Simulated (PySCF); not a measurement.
# Calculated NMR parameters of 1,1,1,2,2-pentafluoro-2-methoxyethane

```
Formula                               : C3H3F5O
SMILES                                : COC(F)(F)C(F)(F)F
Point group of the computed structure : Cs
Degrees of unsaturation               : 0
Carbon signals                        : 3
Proton signals                        : 1
```

Numbering as in the mapped SMILES `[CH3:1][O:2][C:3]([F:4])([F:5])[C:6]([F:7])([F:8])[F:9]`. Each H is labelled by its parent atom.

Method: spin–spin couplings from B3LYP/pcJ-1 (spin–dipole term only in couplings to heteroatoms), NMR shieldings at PBE0/pcSseg-1/GIAO, geometry from GFN2-xTB, in PySCF (no solvent model, no relativistic terms, one computed conformer, equivalent nuclei averaged).

δ = σ(ref) − σ, references computed at the same level: TMS for ¹H (σref 31.72) and ¹³C (σref 186.93); CFCl3 for ¹⁹F (σref 170.95); ¹⁷O (σref 336.08) against H2O.

| carbon | δC, type | δH (multiplicity, J in Hz) | HMBC from (abs. J ≥ 3 Hz) | span of the C tensor (ppm) |
| --- | --- | --- | --- | --- |
| C1 | 53.4, CH3 | 4.02 (s) | – | 82 |
| C3 | 124.0, C | – | H(C1) | 34 |
| C6 | 126.0, C | – | – | 18 |

Other nuclei:
```
   atoms  nucleus              environment  δ (ppm)  σ (ppm)
F7/F8/F9      ¹⁹F  fluorine of a CF3 group   -100.1    271.0
   F4/F5      ¹⁹F  fluorine of a CF2 group   -112.4    283.4
      O2      ¹⁷O             ether oxygen     84.5    251.6
```

Selected couplings (Hz, signed; the shortest-range and largest first, 30 at most; isotopes ¹³C, ¹⁹F, ¹H): ¹J(C6,F7) -356.5, ¹J(C3,F4) -338.1, ¹J(C1,H(C1)) 154.1, ²J(F4,C6) 46.8, ²J(C3,F7) 44.0, ³J(C1,F4) 6.6.

1. Carbon types of the structure: 2 × C, 1 × CH3, which accounts for all hydrogens.
2. δC 126.0: CF3 carbon; 3 electronegative neighbours deshield it.
3. δC 124.0: fully substituted sp3 carbon bonded to 2 F and O; 3 electronegative neighbours deshield it.
4. δC 53.4: methyl carbon bonded to O; pulled downfield by the heteroatom.
5. δH 4.02: hydrogen on a methyl carbon bonded to O; its carbon carries O, hence the downfield position.

C–F couplings over four or more bonds (about 3 Hz to the para carbon of a fluoroarene) are left out. Common functionals overestimate the size of one-bond C–F couplings by tens of Hz; these are unscaled. Shifts are as computed. Against solution values, carbons near 30 ppm lie about +3 ppm off and those near 130 ppm about +5 ppm. Of 1211 compounds with measured shifts, 218 miss one by over three times the rms of a fit or turn the order of signals round; such compounds aren't used in these exercises. Unscaled 19F shifts against computed CFCl3 carry errors that often reach 10 to 50 ppm. Experimental scales use liquid or dissolved standards, which lie at an offset from isolated H2O (liquid H2O: subtract about 36 ppm).
